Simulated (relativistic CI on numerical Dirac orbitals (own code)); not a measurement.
**Calculated levels, S VI**

These numbers are calculated, not measured: Dirac-Coulomb-Breit CI, separate exchange-only KLI orbitals for each configuration, model QED (radiative potential, 1s self-energy scaled to tabulated hydrogen-like ionisation energies), valence Slater integrals scaled by 0.85, P86 correlation energy added to each configuration (own radial code, finite nucleus).

Configuration list (outside the closed core [Ne]): 3s, 3p, 3d, 4s, 4p, 4d, 4f, 5s, 5p, 5d, 5f, 5g, 6s, 6p, 6d. Levels of other configurations are missing.

The lowest level is 3s ²S1/2, with 100 % of that term; Hund's rules for 3s give ²S with J = 1/2, in agreement.

```
No.  Configuration  Term    J   E (eV)    %  Next component (%)  Landé g  jj configuration (%)
  1             3s    ²S  1/2   0.0000  100                        2.002              3s (100)
  2             3p   ²P°  1/2  13.1334  100                        0.666           3p1/2 (100)
  3             3p   ²P°  3/2  13.2866  100                        1.334           3p3/2 (100)
  4             3d    ²D  3/2  30.6541  100                        0.799           3d3/2 (100)
  5             3d    ²D  5/2  30.6558  100                        1.200           3d5/2 (100)
  6             4s    ²S  1/2  44.7068  100                        2.002              4s (100)
  7             4p   ²P°  1/2  49.4680  100                        0.666           4p1/2 (100)
  8             4p   ²P°  3/2  49.5230  100                        1.334           4p3/2 (100)
  9             4d    ²D  3/2  55.7145  100                        0.799           4d3/2 (100)
 10             4d    ²D  5/2  55.7151  100                        1.200           4d5/2 (100)
 11             4f   ²F°  5/2  57.2777  100                        0.857           4f5/2 (100)
 12             4f   ²F°  7/2  57.2788  100                        1.143           4f7/2 (100)
 13             5s    ²S  1/2  62.1345  100                        2.002              5s (100)
 14             5p   ²P°  1/2  64.3757  100                        0.666           5p1/2 (100)
 15             5p   ²P°  3/2  64.4017  100                        1.334           5p3/2 (100)
 16             5d    ²D  3/2  67.3406  100                        0.799           5d3/2 (100)
 17             5d    ²D  5/2  67.3410  100                        1.200           5d5/2 (100)
 18             5f   ²F°  5/2  68.3050  100                        0.857           5f5/2 (100)
 19             5f   ²F°  7/2  68.3055  100                        1.143           5f7/2 (100)
 20             5g    ²G  7/2  68.3234  100                        0.889           5g7/2 (100)
 21             5g    ²G  9/2  68.3237  100                        1.111           5g9/2 (100)
 22             6s    ²S  1/2  70.7663  100                        2.002              6s (100)
 23             6p   ²P°  1/2  71.9967  100                        0.666           6p1/2 (100)
 24             6p   ²P°  3/2  72.0111  100                        1.334           6p3/2 (100)
 25             6d    ²D  3/2  73.6417  100                        0.800           6d3/2 (100)
 26             6d    ²D  5/2  73.6420  100                        1.200           6d5/2 (100)
```

Energies count from the lowest computed level; ° marks odd parity. Filled j subshells are mostly left out of the jj labels.

The mean weight of the leading LS term, summed over parents, in these 26 levels is 100 %, and that of the leading jj configuration (from the same eigenvectors) 100 %.

At this charge configurations can still be misplaced by up to about 7 % of their energy. 19 of the 19 excited levels that our extract of the measured tables holds in this range could be paired (the sources list more); they are missed by 2158 cm⁻¹ on average and 2969 at most, and levels without a partner can miss by more.
